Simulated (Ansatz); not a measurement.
Species: sum formula SnCl2F2, charge 0, multiplicity 1. 
Coordinates optimised at B3LYP-D3(BJ)/def2-TZVP (Ansatz, an electronic-structure program):
```
Sn
F 1 1.9010
F 1 1.9010 2 105.40
Cl 1 2.2916 2 109.25 3 -117.29
Cl 1 2.2916 2 109.25 3 117.29
```

Dipole moments at this geometry, in debye (magnitudes).

```csv
level,program,dipole (D)
PBE/def2-TZVPD,Ansatz,1.43
r2SCAN/def2-TZVPD,Ansatz,[?]
HSE06/def2-TZVPD,Ansatz,1.53
CAM-B3LYP/def2-TZVPD,Ansatz,1.57
wB97X-V/def2-TZVPD,Ansatz,1.48
CCSD(T)/def2-SVPD,Ansatz,[?]
```

Q: Complete the blanks.

A: 
- r2SCAN/def2-TZVPD, dipole (D): 1.45
- CCSD(T)/def2-SVPD, dipole (D): 1.60
